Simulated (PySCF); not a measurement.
C3H12BPSi.
Bonds: C1–C2, C2–C3, C3–B4, B4–P5, P5–Si6. Hydrogens: H7, H8, H9 on C1; H10, H11 on C2; H12, H13 on C3; H14 on B4; H15 on P5; H16, H17, H18 on Si6.

Level of theory: PySCF, PBE0-D3(BJ)/def2-SVP geometry optimisation, gas phase.

(1) Give the optimised bond lengths and angles.

## Answers

(1) 
| bond | length (Å) | order |
| --- | --- | --- |
| C1–C2 | 1.521 | single |
| C2–C3 | 1.530 | single |
| C3–B4 | 1.565 | single |
| B4–P5 | 1.884 | single |
| P5–Si6 | 2.247 | single |
| C1–H7, C1–H8, C1–H9 | 1.102 | single |
| C2–H10, C2–H11 | 1.103 | single |
| C3–H12, C3–H13 | 1.107 | single |
| B4–H14 | 1.215 | single |
| P5–H15 | 1.425 | single |
| Si6–H16, Si6–H17, Si6–H18 | 1.494 | single |

Bonds in one row agree within 0.01 Å and their mean is given. Orders are formal, as drawn. A selection of angles:
| angle | degrees |
| --- | --- |
| C2–C1–H7 | 111.9 |
| H7–C1–H8 | 107.6 |
| C1–C2–C3 | 112.5 |
| C1–C2–H10 | 109.4 |
| C3–C2–H10 | 109.2 |
| H10–C2–H11 | 106.1 |
| C2–C3–B4 | 114.5 |
| C2–C3–H12 | 110.8 |
| C2–C3–H13 | 109.3 |
| B4–C3–H12 | 112.7 |
| B4–C3–H13 | 103.3 |
| H12–C3–H13 | 105.4 |
| C3–B4–P5 | 125.6 |
| C3–B4–H14 | 119.3 |
| P5–B4–H14 | 114.8 |
| B4–P5–Si6 | 98.3 |
| B4–P5–H15 | 103.0 |
| Si6–P5–H15 | 101.2 |
| P5–Si6–H16 | 108.9 |
| P5–Si6–H17 | 106.5 |
| P5–Si6–H18 | 114.3 |
| H16–Si6–H17 | 109.9 |
| H16–Si6–H18 | 108.4 |

Torsions: C1–C2–C3–B4 -65° (synclinal); C2–C3–B4–P5 149° (anticlinal); C3–B4–P5–Si6 -135° (anticlinal). The mirror-image conformer, all signs reversed, is as good.

Si6 (SiH3 silicon) is distorted tetrahedral (angles from 106.5° to 114.3°). B4 (three-coordinate boron) is planar (angles 125.6°, 119.3° and 114.8°, sum 359.6°, 0.05 Å off the plane of its three neighbours). P5 (three-coordinate phosphorus) is pyramidal (angles 103.0°, 101.2° and 98.3°, sum 302.5°, 0.80 Å off the plane of its three neighbours).

Point group: C1 (no symmetry element, even within 0.4 Å). No PBE0-D3(BJ)/def2-SVP frequencies stand behind this structure, so it isn't proved a minimum. One conformer, not necessarily the lowest.

Hardware: Intel Xeon 6975P-C, one thread, no GPU, on a shared host. Cost: 50 s of wall time, 0.61 GiB resident at most. These figures are those of the optimisation.
